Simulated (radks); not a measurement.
Task: Radial electron density D(r) = 4 pi r^2 rho(r) of an atom or ion with 52 electrons. All-electron calculation, non-relativistic Kohn-Sham, TASK exchange with Perdew-Wang LDA correlation, spin-unpolarised, spherical densities, point nucleus; meta-GGA in the generalised Kohn-Sham scheme. Program: a radial shooting solver on a logarithmic mesh with Libxc functionals.

```
   r/bohr * D(r) (the largest magnitude, 87.1, reaches the edge; | marks zero)
 0.005404 |             *
 0.006342 |                *
 0.007383 |                    *
 0.008664 |                        *
  0.01017 |                            *
  0.01193 |                                 *
  0.01389 |                                    *
   0.0163 |                                       *
  0.01913 |                                         *
  0.02245 |                                         *
  0.02634 |                                        *
  0.03067 |                                      *
  0.03599 |                                    *
  0.04223 |                                    *
  0.04956 |                                       *
  0.05816 |                                            *
  0.06771 |                                                 *
  0.07945 |                                                     *
  0.09324 |                                                      *
   0.1094 |                                                  *
   0.1284 |                                             *
   0.1495 |                                        *
   0.1754 |                                        *
   0.2059 |                                           *
   0.2416 |                                              *
   0.2835 |                                           *
     0.33 |                                   *
   0.3873 |                       *
   0.4545 |                *
   0.5334 |              *
   0.6259 |                *
   0.7286 |                 *
   0.8551 |               *
    1.003 |          *
    1.178 |      *
    1.382 |   *
    1.609 |  *
    1.888 | *
    2.215 | *
      2.6 |*
    3.027 |*
    3.552 *
    4.168 *
    4.891 *
     5.74 *
    6.682 *
    7.841 *
    9.202 *
     10.8 *
    12.67 *
    14.75 *
```

What is the nuclear charge?

Result: Z = 53. The innermost maximum, from 1s, lies near 1/Z = 0.0189 bohr (found: 0.0209), and its height grows with Z. The density is that of the iodine ion I+ in [Kr] 4d10 5s1 5p4 6p1; the configuration itself is not fixed sharply by these data, and Z only to a few units. D(r) has 5 maxima, at r = 0.0209, 0.0882, 0.245, 0.711, 6.22 bohr, and minima at 0.0393, 0.165, 0.517, 4.55 bohr, inside which lie 2.01, 11.32, 28.97, 51.07 electrons.
